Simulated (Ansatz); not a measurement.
System: CCuO (charge +1, singlet). 
Geometry from a B3LYP-D3(BJ)/def2-TZVP (Ansatz, an electronic-structure program) optimisation:
```xyz
3

Cu     0.0000     0.0000    -0.8280
C      0.0000     0.0000     1.0785
O      0.0000     0.0000     2.1926
```
Charge +1, spin multiplicity 1.

Computed values are from Ansatz. Valence correlation only, unless marked. UHF or UKS for open shells. Spin-orbit coupling is left out. The frozen core is the preceding noble-gas configuration, with the filled d and f shells of earlier blocks. No relativistic terms. CBS(X,Y): correlation extrapolated as X^-3; Hartree-Fock from the larger set. The bracket is a focal-point correction in the basis named.

Question: What is the vertical ionisation energy (to the doublet) at RI-MP2/CBS(def2-TZVPPD,def2-QZVPPD)+[CCSD(T)-MP2]/def2-TZVPPD?

Answer: 18.17 eV.

Question: What is the vertical electron affinity (to the doublet; negative means unbound) at RI-MP2/CBS(def2-TZVPPD,def2-QZVPPD)+[CCSD(T)-MP2]/def2-TZVPPD?

Answer: 6.24 eV.

Question: What is the total energy at CCSD(T)/CBS(def2-TZVPPD,def2-QZVPPD)?

Answer: -1752.4319 Eh.

Question: What is the T1 diagnostic at CCSD/def2-QZVPPD?

Answer: 0.023.
